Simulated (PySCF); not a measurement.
H4P, charge +1. Atoms are numbered in the order given.

```xyz
5

P      0.0000     0.0000     0.0000
H      0.8064    -0.8064    -0.8064
H     -0.8064    -0.8064     0.8064
H     -0.8064     0.8064    -0.8064
H      0.8064     0.8064     0.8064
```
Charge +1, spin multiplicity 1.

Geometry optimised at TPSSh-D3(BJ)/def2-TZVPD. The isomer is the one that the SMILES or the coordinates give; other isomers of the formula were not compared.

These are B3LYP/pcSseg-2 in PySCF values and carry that method's errors.

GIAO shieldings, no solvent; atoms alike by connectivity are averaged. δ = σ(ref) − σ: ³¹P against PH3 (σ = 558.3 ppm); ¹H against TMS (σ = 31.68 ppm), references at their B3LYP-D3(BJ)/def2-TZVP geometries, non-relativistic.

| nucleus | atoms | count | δ (ppm) |
|---|---|---|---|
| ³¹P | P1 | 1 | 138.3 |
| ¹H | H2, H3, H4, H5 | 4 | 6.08 |
